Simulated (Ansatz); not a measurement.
Consider the ligand exchange at a Ga–O bond: `[OH][Ga]([SH])[SH]` + H–F → `[F][Ga]([SH])[SH]` + H₂O.

Program: Ansatz. Geometries: PBE0-D4/def2-TZVP. ΔE: electronic, gas phase. CCSD(T)/CBS is the MP2 limit (def2-TZVPP, def2-QZVPP) plus CCSD(T) − MP2 in def2-TZVPP, frozen cores. This one scheme is used for every species. DFT in def2-TZVPP. B3LYP here is the variant with VWN-RPA as its local correlation; programs differ in this. HSE06 is defined as in plane-wave codes. For Ga outer-core shells are correlated without core-valence functions, which leaves a few kJ/mol of doubt a bond. Scalar relativity is left out up to krypton. Each species was taken in one conformer, which may not be the lowest.

`[OH][Ga]([SH])[SH]`:

Z-matrix (Å, degrees):
```
Ga
S 1 2.184
S 1 2.196 2 120.9
O 1 1.782 2 116.0 3 180.0
H 2 1.345 1 91.7 3 -179.8
H 3 1.344 1 93.7 2 -179.7
H 4 0.959 1 114.8 2 -179.8
```

H–F:

Cartesian coordinates in Å:
```
F 0.049 -0.163 -0.427
H -0.049 0.163 0.427
```

`[F][Ga]([SH])[SH]`:

```xyz
6

F     1.724    0.633   -1.060
Ga    0.392   -0.004   -0.120
S    -1.530    1.007   -0.342
S     0.844   -1.721    1.142
H    -1.014    1.882   -1.224
H    -0.416   -1.797    1.603
```

H₂O:

Cartesian coordinates in Å:
```
O -0.128 0.171 -0.326
H 0.210 0.599 0.464
H -0.082 -0.769 -0.138
```

```
             level  ΔE (kcal/mol)  difference from CCSD(T)/CBS
       LDA (SPW92)           -6.5                         -0.2
            PBE-D4           -7.4                         -1.1
         revPBE-D4           -7.2                         -0.9
           BLYP-D4           -8.0                         -1.7
         r2SCAN-D4           -8.0                         -1.7
            B97M-V           -8.9                         -2.6
           PBE0-D4           -7.3                         -1.0
          B3LYP-D4           -7.9                         -1.6
        r2SCANh-D4           -7.9                         -1.6
        r2SCAN0-D4           -7.7                         -1.4
          BHLYP-D4           -8.1                         -1.8
      CAM-B3LYP-D4           -8.2                         -1.9
           ωB97X-V           -8.1                         -1.8
           ωB97M-V           -7.9                         -1.6
            B2PLYP           -7.8                         -1.5
          PBE-QIDH           -7.0                         -0.7
               PBE           -8.0                         -1.7
            revPBE           -8.4                         -2.1
            r2SCAN           -8.2                         -1.9
              PBE0           -7.8                         -1.5
             B3LYP           -8.8                         -2.5
           r2SCANh           -8.0                         -1.7
           r2SCAN0           -7.9                         -1.6
             HSE06           -7.7                         -1.4
             BHLYP           -8.8                         -2.5
RPA@PBE/def2-TZVPP           -6.6                         -0.3
       HF/def2-SVP          -10.8                         -4.5
      MP2/def2-SVP           -8.5                         -2.2
     CCSD/def2-SVP           -9.3                         -3.0
  CCSD(T)/def2-SVP           -9.0                         -2.7
     HF/def2-TZVPP           -9.5                         -3.2
    MP2/def2-TZVPP           -5.9                          0.4
SCS-MP2/def2-TZVPP           -6.7                         -0.4
   CCSD/def2-TZVPP           -6.9                         -0.6
CCSD(T)/def2-TZVPP           -6.5                         -0.2
     HF/def2-QZVPP           -9.9                         -3.6
    MP2/def2-QZVPP           -5.9                          0.4
      HF/CBS(def2)           -9.9                         -3.6
     MP2/CBS(def2)           -5.6                          0.7
    CCSD/CBS(def2)           -6.7                         -0.4
       CCSD(T)/CBS           -6.3                            0
```

Largest T1 diagnostic among the species: 0.013.

At CCSD(T), def2-SVP lies −2.7 kcal/mol from the extrapolated value and def2-TZVPP −0.2 kcal/mol. The D4 term adds +0.8 kcal/mol with B3LYP and +0.4 kcal/mol with PBE0; it sums over pairs of atoms, weighted by their polarisabilities, and B3LYP, whose exchange is more repulsive, gets the larger term.
